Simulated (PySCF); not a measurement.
# Sb: ionisation energy

Sb [Kr] 4d10 5s2 5p3 (4S) → Sb⁺ [Kr] 4d10 5s2 5p2 (3P), as a difference of total energies. Calculation: PySCF 2.14, in def2-QZVPPD with the def2 core potential (28 electrons) (8s6p5d4f1g, 88 functions); scalar relativity through the core potential. Correlated levels: valence: 4s2 4p6 4d10 frozen; valence and next inner shell: nothing frozen outside the core potential. The calculations carry no spin-orbit coupling.

| method | ionisation energy (eV) |
| --- | --- |
| UHF | 8.574 |
| LDA | 9.119 |
| PBE | 8.961 |
| PBE0 | 9.037 |
| r2SCAN | 9.165 |
| wB97X-V | 8.817 |
| B97-3 | 8.827 |
| BLYP | 8.710 |
| M06-L | 8.673 |
| MP2 (valence) | 9.018 |
| SCS-MP2 (valence) | 8.891 |
| MP2 (valence and next inner shell) | 9.158 |
| SCS-MP2 (valence and next inner shell) | 8.984 |

Problem. How much does correlation contribute at MP2 (valence and next inner shell)?

Solution. 9.158 − (8.574) = 0.584 eV, measured against UHF.

Errors of the correlated levels include the incompleteness of this basis and the frozen core.

For comparison: 9.124 eV (measured; NIST levels, between the centres of gravity of the two terms).
